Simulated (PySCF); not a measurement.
Gas-phase reaction: 2 MoO₂Cl₂ + 2 O₃ → Mo₂O₆ + 4 ClO

Energies from PySCF, thermal terms from the rigid-rotor harmonic-oscillator model, ideal gas at 1 bar. † marks an energy on the PBE0/def2-TZVP geometry and frequencies. Open shells (unrestricted): ClO (multiplicity 2, electronic degeneracy 4); the rest are closed-shell singlets. Spin-orbit splitting is ignored; it lowers the true energy and changes the entropy of ClO. B3LYP is the form with VWN-RPA correlation. Mo: scalar-relativistic def2 core potential, no spin-orbit coupling. The harmonic model lacks anharmonicity and excited electronic states, which grow with temperature; levels with a mode under 35 cm⁻¹ are left out. Strong static correlation: O₃. Soft modes under 120 cm⁻¹ make the harmonic entropy rough for MoO₂Cl₂, Mo₂O₆.

```
level               ΔE electronic, kJ  ΔH°(298 K), kJ  ΔS°(298 K), J/K  ΔG°(1200 K), kJ
------------------  -----------------  --------------  ---------------  ---------------
B3LYP/def2-TZVP†                  149             138              138              -34
M06-2X/def2-TZVP†                 129             119              138              -53
PBE0/def2-QZVP†                   153             143              138              -29
PBE0/def2-SVP†                    291             281              138              109
LDA/def2-TZVP†                    331             321              138              149
ωB97X-V/def2-TZVP†                152             142              138              -30
```
ΔH° is lowest at M06-2X/def2-TZVP† and highest at LDA/def2-TZVP†. No reference value is set beside these.
